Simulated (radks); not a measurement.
Results of a calculation; reference values are marked as such.
Valence configurations of Ga IV (all share [Ar]). Level of theory: scalar-relativistic Kohn-Sham, r2SCAN, spin-polarised, spherical densities, finite nucleus; open shells are filled with parallel spins first; meta-GGA in the generalised Kohn-Sham scheme; Fermi nuclear charge, rms radius 3.9973 fm (a radial shooting solver on a logarithmic mesh with Libxc functionals). Energies are relative to 3d10; eigenvalues in eV for spin up.

\begin{tabular}{lrrrrr}
valence & E (eV) & moment (Bohr magnetons) & e(3d) & e(4p) & e(4s) \\ \hline
3d10 & 0.000 & 0 & -52.875 & - & - \\
3d9.5 4s0.5 & 8.986 & 1 & -57.703 & - & -38.173 \\
3d9 4s1 & 18.617 & 2 & -62.624 & - & -40.571 \\
3d9 4s0.5 4p0.5 & 23.836 & 2 & -63.347 & -30.443 & -40.738 \\
3d9 4p1 & 28.941 & 2 & -64.060 & -30.752 & - \\
3d8.5 4s1.5 & 30.762 & 2 & -67.724 & - & -41.712 \\
3d8.5 4s1 4p0.5 & 34.592 & 3 & -68.396 & -32.057 & -42.918 \\
3d8 4s2 & 43.776 & 2 & -72.947 & - & -42.793 \\
3d8 4s1 4p1 & 51.978 & 4 & -74.287 & -33.880 & -45.096 \\
3d8 4s0.5 4p1.5 & 57.563 & 4 & -74.972 & -34.209 & -45.343 \\
\end{tabular}

NIST lists [Ar] 3d10 as the ground configuration; this level of theory agrees among the configurations tried. The energies are those of spherical high-spin densities, not of single terms.
